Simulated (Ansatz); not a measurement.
A nudged elastic band was laid between two geometries of Cl₂H₂OSi (6 atoms, charge 0, multiplicity 1).

Method: RKS BLYP-D4/def2-SVP in Ansatz 0.2.0.

```yaml
movable_images: 5
climbing_image: yes
spring: 5.0 eV/Å²
optimiser: quadratic models (default)
start_path: through a guess of the saddle point
force_threshold: 0.05 eV/Å
iteration_limit: 60
end_points: relaxed
```

Initial state:

```xyz
6
Properties=species:S:1:pos:R:3
Si 0.075 0.021 0.432
H -0.101 0.415 1.849
Cl 2.094 -0.276 0.010
Cl -0.611 1.536 -0.825
O -0.794 -1.378 0.217
H -0.775 -1.788 -0.668
```

Final state:

```xyz
6
Properties=species:S:1:pos:R:3
Si -1.055 -0.430 0.734
H 1.478 0.995 0.534
Cl 2.160 0.042 1.125
Cl -0.781 1.540 -0.145
O -0.914 -1.327 -0.688
H -1.001 -2.291 -0.545
```

Q: What changes between the two ends?

A: Bonds broken: Si1–H2, Si1–Cl3. Bonds formed: H2–Cl3. Cl2H2OSi becomes ClH + ClHOSi.

Q: What energy profile does the band end with?

A: The run converged. The highest image is number 2 of 0 to 6, 2.57 eV above the first end and 0.60 eV above the last; the last end lies 1.97 eV above the first. Neighbouring images differ by up to 2.3 eV, so the band resolves the path poorly. A vibrational analysis at the climbing image gives one clearly imaginary mode, 771i cm⁻¹: a first-order saddle point. The orbitals stay closed-shell, which can raise the energy where a bond breaks towards radicals; this wasn't checked here.

```csv
image,path coordinate (Å),energy (eV),Si1–H2 (Å),Si1–Cl3 (Å),H2–Cl3 (Å)
0,0.00,0.00,1.48,2.08,2.95
1,1.02,0.26,1.47,2.11,2.61
2,2.03,2.57,1.61,2.66,1.68
3,2.94,2.12,2.43,3.35,1.32
4,3.85,2.09,3.30,3.31,1.30
5,4.75,2.06,3.23,3.33,1.30
6,5.66,1.97,2.91,3.27,1.31
```

Q: What is the geometry of the highest image?

A: 
```xyz
6
Properties=species:S:1:pos:R:3:forces:R:3
Si -0.486 0.148 0.364 0.00 0.00 0.00
H 0.679 0.141 1.473 0.00 0.00 -0.01
Cl 2.133 -0.191 0.690 -0.01 0.00 0.00
Cl -0.698 1.707 -0.993 0.00 0.00 0.00
O -0.942 -1.211 -0.489 0.00 0.01 0.00
H -0.799 -2.063 -0.029 0.00 0.00 0.00
```

Run time: 2.9 min on 1 thread of Arm Neoverse V2, with other jobs on the host, peak memory 0.16 GiB.
